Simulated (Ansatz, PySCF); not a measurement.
Spin states of O2Pt (SMILES [O]=[Pt]=[O]), each relaxed with B3LYP-D3(BJ)/def2-TZVP.
State 1 (charge 0, multiplicity 1):
```xyz
3

Pt    -0.0098     0.0148    -0.0220
O      1.2903     0.2215    -1.0951
O     -1.3137    -0.1889     1.0468
```
State 2 (charge 0, multiplicity 5):
```xyz
3

Pt     0.232    -0.165     0.237
O      1.204     0.317    -1.254
O     -1.469    -0.105     0.946
```

Singlets are restricted, other states unrestricted; no spin–orbit coupling, no relativity up to Kr; see below for the cores. The largest T1 diagnostic is 0.108.

Correlated levels freeze the inner cores; with def2 sets outer-core shells near the valence are correlated too.

Run with Ansatz (an electronic-structure program) with Gaussian orbitals; PySCF for the dispersion terms. Values without a source in brackets are computed. In def2 rows elements past Kr take small-core potentials, without spin–orbit coupling.

| level | energy of the multiplicity-5 state less that of the multiplicity-1 state (kcal/mol) |
|---|---|
| SVWN5/def2-TZVPP | ___ |
| r2SCAN-D3(BJ)/def2-TZVPP | 47.71 |
| r2SCAN-D4/def2-TZVPP | 47.71 |
| PBE0-D3(BJ)/def2-TZVPP | 42.64 |
| PBE0-D4/def2-TZVPP | 42.65 |
| CAM-B3LYP-D3(BJ)/def2-TZVPP | 41.89 |
| CAM-B3LYP-D4/def2-TZVPP | 41.89 |
| wB97M-V/def2-TZVPP | 42.20 |
| CCSD/def2-SVP | ___ |

Q: Some entries are withheld; supply them.

A: 
- SVWN5/def2-TZVPP, energy of the multiplicity-5 state less that of the multiplicity-1 state (kcal/mol): 68.68
- CCSD/def2-SVP, energy of the multiplicity-5 state less that of the multiplicity-1 state (kcal/mol): 37.32

Doubts at one or more of the structures used: a restricted determinant that unrestricted orbitals would lower (CCSD/def2-SVP); T1 above 0.05 (CCSD/def2-SVP).
